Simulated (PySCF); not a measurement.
methane (CH4), SMILES C. Geometry: PBE-D3(BJ)/def2-TZVPD.

TDDFT-CAM-B3LYP/def2-TZVPD (PySCF) puts the lowest singlet excitations at 10.16, 10.16, 10.16, 12.26, 12.26, 12.26 eV.

Problem. What are the lowest excitation roots from ADC(2)/aug-cc-pVDZ (PySCF)? (An estimate is asked for; the answer gives what the named calculation found.)

Solution. 10.42, 10.42, 10.42, 11.67, 11.67, 11.67 eV. S1 differs by 0.26 eV (second minus first; roots are paired by order, and the bases may differ).
